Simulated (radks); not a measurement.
Results of a calculation; reference values are marked as such.
Problem. Valence configurations of the hafnium ion Hf3+ (all share [Xe]). Level of theory: Dirac Kohn-Sham, BLYP, spin-unpolarised, spherical densities, finite nucleus; open shells fill j = l - 1/2 first; Fermi nuclear charge, rms radius 5.347 fm (a radial shooting solver on a logarithmic mesh with Libxc functionals). Order these by energy: 4f13 5d2; 4f13 5d1 6s1; 4f13.5 5d1.5; 4f12.5 5d1 6p1.5; 4f12 5d1 6s2; 4f13 5d1 6p1; 4f14 6s1; 4f13.5 5d1 6p0.5; 4f12.5 5d1 6s1 6p0.5; 4f14 5d1.

Solution. From the lowest, in eV above it: 4f14 5d1 0.000; 4f14 6s1 1.770; 4f13.5 5d1.5 8.530; 4f13.5 5d1 6p0.5 12.563; 4f13 5d2 18.641; 4f13 5d1 6s1 21.519; 4f13 5d1 6p1 27.762; 4f12.5 5d1 6s1 6p0.5 39.228; 4f12.5 5d1 6p1.5 45.745; 4f12 5d1 6s2 53.138. NIST lists [Xe] 4f14 5d1 as the ground configuration; this level of theory agrees among the configurations tried. The energies are those of spherical spin-averaged densities, not of single terms.
